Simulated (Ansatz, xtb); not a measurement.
# C4H9GeNS: which of two isomers lies lower

Structure X is `[NH2][Ge@@H]1[CH2]C=CS[CH2]1`, a singlet and structure Y is `S=C1CCC[N]1[GeH3]`, a singlet. Both are isolated molecules in the gas phase, relaxed with PBE0-D3(BJ)/def2-SVP; the shapes shown needn't be the lowest conformers.

X (Å):

```json
{"atom": "C", "x (Å)": "1.6013", "y (Å)": "-0.0085", "z (Å)": "0.1631"}
{"atom": "C", "x (Å)": "2.1391", "y (Å)": "1.2197", "z (Å)": "-0.4825"}
{"atom": "C", "x (Å)": "2.0830", "y (Å)": "1.4489", "z (Å)": "-1.8072"}
{"atom": "C", "x (Å)": "-0.3067", "y (Å)": "0.0494", "z (Å)": "-2.2260"}
{"atom": "Ge", "x (Å)": "-0.3114", "y (Å)": "-0.1019", "z (Å)": "-0.2531"}
{"atom": "N", "x (Å)": "-1.1461", "y (Å)": "1.2818", "z (Å)": "0.6184"}
{"atom": "S", "x (Å)": "1.3367", "y (Å)": "0.3463", "z (Å)": "-2.9636"}
{"atom": "H", "x (Å)": "-0.7731", "y (Å)": "2.1988", "z (Å)": "0.3842"}
{"atom": "H", "x (Å)": "-2.1565", "y (Å)": "1.3091", "z (Å)": "0.5116"}
{"atom": "H", "x (Å)": "-1.0153", "y (Å)": "-1.3974", "z (Å)": "0.2012"}
{"atom": "H", "x (Å)": "1.7880", "y (Å)": "-0.0415", "z (Å)": "1.2438"}
{"atom": "H", "x (Å)": "2.0380", "y (Å)": "-0.9068", "z (Å)": "-0.3101"}
{"atom": "H", "x (Å)": "2.5762", "y (Å)": "1.9975", "z (Å)": "0.1535"}
{"atom": "H", "x (Å)": "2.5246", "y (Å)": "2.3511", "z (Å)": "-2.2409"}
{"atom": "H", "x (Å)": "-0.6640", "y (Å)": "-0.8899", "z (Å)": "-2.6742"}
{"atom": "H", "x (Å)": "-0.9921", "y (Å)": "0.8534", "z (Å)": "-2.5365"}
```

Y (Å):

```yaml
atoms:
  - { symbol: C, position_ang: [0.0271, 0.1120, 0.1600] }
  - { symbol: C, position_ang: [-0.5087, 1.5053, 0.3952] }
  - { symbol: C, position_ang: [-0.2576, 2.2150, -0.9337] }
  - { symbol: C, position_ang: [0.9574, 1.4750, -1.4984] }
  - { symbol: Ge, position_ang: [1.7330, -1.4247, -1.4376] }
  - { symbol: N, position_ang: [0.8311, 0.1424, -0.9180] }
  - { symbol: S, position_ang: [-0.2609, -1.2409, 1.0616] }
  - { symbol: H, position_ang: [0.0724, 1.9513, 1.2211] }
  - { symbol: H, position_ang: [-1.5575, 1.4789, 0.7179] }
  - { symbol: H, position_ang: [-1.1205, 2.0708, -1.6025] }
  - { symbol: H, position_ang: [-0.0867, 3.2961, -0.8360] }
  - { symbol: H, position_ang: [0.9657, 1.4311, -2.5978] }
  - { symbol: H, position_ang: [1.9062, 1.9458, -1.1799] }
  - { symbol: H, position_ang: [2.6828, -1.8694, -0.3228] }
  - { symbol: H, position_ang: [2.5260, -0.9349, -2.6683] }
  - { symbol: H, position_ang: [0.7130, -2.4919, -1.8388] }
```

Energies in hartree; the thermal terms are from GFN2-xTB frequencies at re-optimised GFN2-xTB minima (ideal gas, soft modes damped towards free rotors, one conformer each, 298.15 K, 1 atm) and include the zero-point energy:

|  | X | Y |
| --- | --- | --- |
| E, CCSD(T)/def2-SVP | −2684.674581 | −2684.698040 |
| E, MP2/def2-SVP | −2684.576288 | −2684.598405 |
| E, MP2/def2-TZVPP | −2685.456938 | −2685.458809 |
| zero-point energy | 0.117694 | 0.118042 |
| H(298 K) − E | 0.128165 | 0.127427 |
| G(298 K) − E | 0.082995 | 0.084046 |

Question: Correct the CCSD(T) difference for the basis set by the MP2 change, then work out ΔE, ΔE₀, ΔH and ΔG for X → Y in kcal/mol (1 Eh = 627.51 kcal/mol) and the equilibrium ratio [Y]/[X].

Answer: 1. Differences Y − X: CCSD(T) −0.023459, MP2 in the small set −0.022117, MP2 in the large set −0.001871 Eh.
2. ΔE = −0.023459 + (−0.001871 − (−0.022117)) = −0.003213 Eh = −2.02 kcal/mol.
3. ΔE₀ = ΔE + ΔZPE = −0.003213 + (+0.000348) Eh = −1.80 kcal/mol.
4. ΔH = ΔE + (−0.000738) Eh = −2.48 kcal/mol.
5. ΔG = ΔE + (+0.001051) Eh = −1.36 kcal/mol, so ΔS = (ΔH − ΔG)/T = −15.8 J/(mol K).
6. kT = 0.9442 mEh, so K = [Y]/[X] = exp(−ΔG/kT) = exp(+2.29) ≈ 9.9.

Structure Y is favoured at this temperature. An error of 1 kcal/mol in ΔG would change K by a factor of 5.4. The basis-set step is large, which makes the value less sure. Mirror images and further conformers aren't counted.

As drawn, Y has 1 C=S, 2 C–C, 2 C–N, 2 Ge–H in place of 2 C–Ge, 1 C=C, 2 C–S, 2 N–H. Structure X has a 6-membered ring, Y a 5-membered ring.

Other levels gave ΔE = −45.7 (GFN2-xTB); −9.2 (HF/STO-3G, GFN2-xTB geometries); −11.5 (r2SCAN-D4/def2-SVP, GFN2-xTB geometries); −12.8 (PBE0-D3(BJ)/def2-SVP); −16.3 (HF/def2-SVP); −13.9 (MP2/def2-SVP); −14.7 (CCSD(T)/def2-SVP) kcal/mol. The correlated steps freeze 19 core orbitals; the filled d shell of Ge is correlated, in a basis made for valence electrons. Programs: Ansatz 0.2.0, xtb 6.7.1.
